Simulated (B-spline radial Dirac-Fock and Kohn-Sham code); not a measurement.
# Binding energies of Nd⁵⁺ at several levels of theory

System: Nd⁵⁺, configuration [Kr] 4d10 4f2 5s2 5p5.

The density-functional columns are spherical, spin-unpolarised Dirac-Kohn-Sham results without Breit or QED terms: −ε is minus the orbital energy of the initial state and ΔSCF the difference of two total energies. The reference in the last column comes from Dirac-Fock energy differences between relaxed states, corrected for Breit and QED terms. All numbers are from a radial atomic solver, in eV; a selection of levels is shown. For the 1s level of heavy atoms much of the gap between ΔSCF and the reference is the Breit and QED part, -174.4 eV here; for other levels the error of the functional can be larger.

```
     level   PBE −ε  PBE ΔSCF   LDA −ε  LDA ΔSCF  Dirac-Fock
    K (1s)  43424.6   43851.0  43381.5   43806.6     43644.9
   L1 (2s)   7078.1    7157.8   7072.4    7152.5      7211.2
L2 (2p1/2)   6700.0    6799.8   6697.7    6797.6      6801.3
L3 (2p3/2)   6180.0    6271.3   6178.4    6269.8      6287.6
   M1 (3s)   1590.7    1618.6   1589.1    1617.1      1660.3
M2 (3p1/2)   1429.2    1458.4   1428.7    1457.9      1485.8
M3 (3p3/2)   1325.5    1353.2   1325.1    1353.0      1381.4
M4 (3d3/2)   1044.1    1075.7   1044.4    1076.0      1081.0
M5 (3d5/2)   1021.7    1052.8   1022.0    1053.1      1059.1
   N1 (4s)    370.5     384.4    369.9     383.7       404.0
N2 (4p1/2)    309.4     323.0    309.1     322.7       336.0
N4 (4d3/2)    185.8     198.4    185.8     198.5       199.3
N5 (4d5/2)    181.7     194.2    181.7     194.3       195.2
 N6,7 (4f)    65.22     76.17    65.60     76.57       73.52
   O1 (5s)    97.26     105.0    97.55     105.3       106.5
 O2,3 (5p)    76.35     83.40    76.60     83.68       82.14
```

Question: Order the estimates of the K (1s) level by their distance from the Dirac-Fock value, nearest first.
A. LDA ΔSCF
B. LDA −ε
C. PBE −ε
D. PBE ΔSCF

Answer: A (161.7 eV), D (206.0 eV), C (220.4 eV), B (263.4 eV).

Values without a named source are computed, but for edge energies of neutral atoms, which are taken from tables.
